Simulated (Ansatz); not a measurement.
Co₂O₂⁻ (the lowest doublet isomer of a short search), 4 atoms. Hardware: 4 threads of Intel Xeon on a shared host.

The 6-31G sets use Cartesian d functions. Correlated methods freeze 12 core orbitals; core or outer-core shells of Co are correlated, in sets that lack core-valence functions.

(1) How many basis functions does each of these Ansatz runs have, and roughly what does it cost? PBE with 5 % exact exchange/def2-TZVPD, charge -1 sextet, energy, from earlier orbitals; PBE0-D4/def2-TZVPD, charge -1 quartet, energy, from earlier orbitals; PBE-QIDH/def2-TZVPD, charge -1 doublet, energy, from earlier orbitals; PBE with 10 % exact exchange/def2-TZVPD, charge -1 sextet, energy, from earlier orbitals; PBE-D4/def2-TZVPD, charge -1 sextet, energy, from earlier orbitals; PBE with 50 % exact exchange/def2-TZVPD, charge -1 doublet, energy, from earlier orbitals; LDA (SPW92)/def2-TZVPD, charge -1 sextet, energy, from earlier orbitals; PBE0-D4/def2-SVPD, charge -1 doublet, energy, from earlier orbitals; HF/6-31G, charge -1 doublet, energy; PBE-D4/def2-SVPD, charge -1 sextet, relaxation, 7 steps; r2SCAN-D4/def2-TZVPD, charge -1 doublet, energy, from earlier orbitals; r2SCAN-D4/def2-TZVPD, charge -1 sextet, energy, from earlier orbitals.

## Answers

(1) Other jobs shared the machine, so times can vary by a factor of up to 3. A dash marks memory too small to be measured apart from the calling script's.

```tsv
run	functions	fitting or Cholesky vectors	wall time	peak host memory (GiB)
LDA (SPW92)/def2-TZVPD, charge -1 sextet, energy, from earlier orbitals	176	1294	8.5 s	–
PBE-D4/def2-TZVPD, charge -1 sextet, energy, from earlier orbitals	176	1294	15 s	–
PBE0-D4/def2-SVPD, charge -1 doublet, energy, from earlier orbitals	114	1150	18 s	–
HF/6-31G, charge -1 doublet, energy	76	712	23 s	–
PBE-D4/def2-SVPD, charge -1 sextet, relaxation, 7 steps	114	1140	24 s	–
PBE with 5 % exact exchange/def2-TZVPD, charge -1 sextet, energy, from earlier orbitals	176	1294	27 s	0.98
PBE with 10 % exact exchange/def2-TZVPD, charge -1 sextet, energy, from earlier orbitals	176	1322	30 s	1
r2SCAN-D4/def2-TZVPD, charge -1 sextet, energy, from earlier orbitals	176	1294	36 s	0.58
PBE with 50 % exact exchange/def2-TZVPD, charge -1 doublet, energy, from earlier orbitals	176	1616	56 s	1.1
PBE-QIDH/def2-TZVPD, charge -1 doublet, energy, from earlier orbitals	176	1386	91 s	0.83
r2SCAN-D4/def2-TZVPD, charge -1 doublet, energy, from earlier orbitals	176	1294	93 s	0.59
PBE0-D4/def2-TZVPD, charge -1 quartet, energy, from earlier orbitals	176	1498	1.9 min	1
```
